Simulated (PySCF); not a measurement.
H3P2, SMILES [PH]P, multiplicity 2.

Coordinates come from a PBE0-D3(BJ)/def2-TZVP optimisation. The isomer is the one that the SMILES or the coordinates give; other isomers of the formula were not compared.

Method: M06-2X/def2-TZVPD (PySCF).

Isolated molecule, no solvent.

Computed frontier levels, dipole moment and polarisability:
```
Property                                                                                                        Result
---------------------------------------------------------------------------------------------  -----------------------
α spin, highest occupied and lowest empty level                                                      -7.26 and 0.35 eV
β spin, highest occupied and lowest empty level                                                     -8.38 and -2.22 eV
dipole moment                                                                                                   0.81 D
quadrupole, principal values (traceless, Buckingham form, about the centre of nuclear charge)    -3.67, 0.34, 3.33 D·Å
mean static polarisability                                                                        57.5 bohr³ (8.52 Å³)
polarisability, principal values                                                                47.7, 49.3, 75.5 bohr³
⟨S²⟩                                                                                           0.756 (pure state 0.75)
```
